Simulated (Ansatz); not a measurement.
Cartesian coordinates in Å:
```
C 0.352 -0.162 1.428
N -0.680 -0.117 0.379
In 0.155 0.249 -1.705
Cl 1.169 2.310 -1.313
Cl -1.849 0.223 -2.892
Cl 1.541 -1.619 -1.853
H -0.079 -0.339 2.415
H 0.890 0.785 1.431
H 1.058 -0.958 1.191
H -1.355 0.617 0.570
H -1.201 -0.988 0.349
```

Total charge 0; spin multiplicity 1. In: def2 effective core potential.

Q: List the r2SCAN/def2-TZVPP orbital energies in eV (Ansatz). (Estimate.)

A: Ansatz gave: Occupied: -2752.83, -2752.83, -2752.82, -387.84, -275.01, -254.19, -254.19, -254.18, -192.73, -192.73, -192.72, -192.60, -192.60, -192.59, -192.59, -192.59, -192.58, -126.33, -82.93, -82.85, -82.85, -25.59, -21.25, -21.24, -21.19, -20.19, -20.18, -19.76, -19.36, -19.34, -18.90, -14.91, -13.39, -12.50, -11.03, -10.92, -9.10, -9.01, -8.98, -7.88, -7.78, -7.78, -7.72, -7.72, -7.61. Lowest empty: -2.24, -0.50, 0.65, 0.71, 0.85, 1.59, 1.81, 2.04.
